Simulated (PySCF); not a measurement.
Sn(H)2(vinyl)(OMe) (C3H8OSn), SMILES C=[CH][SnH2][O]C. The structure is a stationary point at PBE-D3(BJ)/def2-SVP. The def2 effective core potentials stand for the cores of Sn; spin–orbit coupling is left out. One conformer was computed; it need not be the lowest.

Problem. Give the equilibrium geometry at PBE-D3(BJ)/def2-SVP (PySCF confirms it by a frequency run) as bond lengths and angles. (The exact figures need the calculation; the answer reports its results.)

Solution. Several could match; the one computed here: 
Atoms: Sn1 C2 C3 O4 C5 H6 H7 H8 H9 H10 H11 H12 H13. Bonded distances (Å): Sn1–C2 2.142, Sn1–O4 2.023, Sn1–H6 1.738, Sn1–H7 1.737, C2–C3 1.345, C2–H8 1.104, C3–H9 1.105, C3–H10 1.104, O4–C5 1.408, C5–H11 1.120, C5–H12 1.120, C5–H13 1.113. Angles (°): C2–Sn1–O4 104.7, C2–Sn1–H6 109.8, C2–Sn1–H7 114.6, O4–Sn1–H6 108.7, O4–Sn1–H7 106.3, H6–Sn1–H7 112.2, Sn1–C2–C3 121.6, Sn1–C2–H8 118.5, C3–C2–H8 119.8, C2–C3–H9 121.8, C2–C3–H10 122.4, H9–C3–H10 115.8, Sn1–O4–C5 118.7, O4–C5–H11 113.6, O4–C5–H12 113.7, O4–C5–H13 108.5, H11–C5–H12 106.9, H11–C5–H13 106.8, H12–C5–H13 106.8.
Charge 0, spin multiplicity 1.
